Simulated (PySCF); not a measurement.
Zr(Cl)3(OH), HCl3OZr, SMILES [OH][Zr]([Cl])([Cl])[Cl] at its PBE0/def2-SVP optimised geometry (Å):

```
6

Zr    -0.7727    -1.1017     0.0000
Cl    -1.5709     1.1017     0.0000
Cl     1.5709    -1.1017     0.0000
Cl    -1.5779    -2.2491    -1.8776
O     -1.3838    -1.9736     1.5477
H     -1.6962    -2.4170     2.3381
```

Computed with PySCF with PBE0/def2-TZVP, def2 effective core potentials past Kr. The core electrons that the potentials of Zr replace are not part of the density. Cells within 0.4 Å of a nucleus heavier than hydrogen are left out (blank, or x).

Map of the deformation density (molecule minus spherical neutral atoms) (e/bohr³) on the plane z = 0.0 Å:

```
|33333333333333333333333333333|
|33333333333333333333333333333|
|33333333333333333333333333333|
|33333333333333333333333333333|
|33333333333333333333333333333|
|33333333333333333333333333333|
|33333333333333333333333333333|
|33333333333333333333333333333|
|33333334454443333333333333333|
|33333345xx5444333333333333333|
|33333456xx5544333333333333333|
|33334445xx5654333333333333333|
|33334455668754333333333333333|
|33333446799753333344333333333|
|33333345677532233444433333333|
|33333333454322234554443333333|
|33333322331032246765544333333|
|33333322365xx236885xx54333333|
|3333322239xxx026986xx54333333|
|33333322244xx435785xx54333333|
|33333322211695346655544333333|
|33333332222332234554443333333|
|33333333222222233444433333333|
|33333333332222233333333333333|
|33333333333322333333333333333|
|33333333333333333333333333333|
|33333333333333333333333333333|
|33333333333333333333333333333|
|33333333333333333333333333333|
```
Scale: ten equal steps from -0.020 (start of '0') to 0.031 (end of '9'), in the order '0123456789'; x runs from -4.00 to 4.00, y from -4.00 (bottom) to 4.00 (top).
